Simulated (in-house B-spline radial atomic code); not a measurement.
Binding energies in Ag³⁺

NIST's tabulated ground configuration is [Kr] 4d8; each binding energy is the energy of the ion with one electron taken from that subshell, relaxed, less that of the parent. All numbers are computed (Dirac-Hartree-Fock, average of configuration; Fermi nucleus of rms radius 4.5454 fm) with a radial B-spline atomic code at the basis-set limit, not measured. Energies include first-order Breit, QED and recoil terms.

| subshell | X-ray name | binding energy (eV) | -ε (eV) | relaxation (eV) |
| --- | --- | --- | --- | --- |
| 2s | L1 | 3864.3 | 3904.1 | 32.0 |
| 2p3/2 | L3 | 3403.7 | 3443.2 | 34.2 |
| 3s | M1 | 771.6 | 785.3 | 12.4 |
| 3p1/2 | M2 | 656.9 | 670.8 | 12.8 |
| 3p3/2 | M3 | 625.6 | 638.7 | 12.4 |
| 4s | N1 | 152 | 155.1 | 3.0 |
| 4p1/2 | N2 | 113.7 | 116.5 | 2.6 |
| 4p3/2 | N3 | 108.5 | 111.0 | 2.4 |
| 4d | N4,5 | 50.02 | 51.59 | 1.58 |

Relaxation = -ε minus the binding energy without Breit, QED and recoil terms.

Emission lines follow as differences of binding energies, with λ = 12398.42 eV·Å / E:

```json
{"line": "L1-M3", "holes": "2s → 3p3/2", "energy (eV)": "3238.7", "wavelength (Å)": "3.8282"}
{"line": "L3-M1", "holes": "2p3/2 → 3s", "energy (eV)": "2632.1", "wavelength (Å)": "4.7105"}
```

Problem. What does it cost to remove both a 2s and a 3p3/2 electron?

Solution. 4541.1 eV, which is 51.19 eV more than the two single binding energies together.

Problem. What does it cost to remove both a 4s and a 4p3/2 electron?

Solution. 278.38 eV, which is 17.9 eV more than the two single binding energies together.
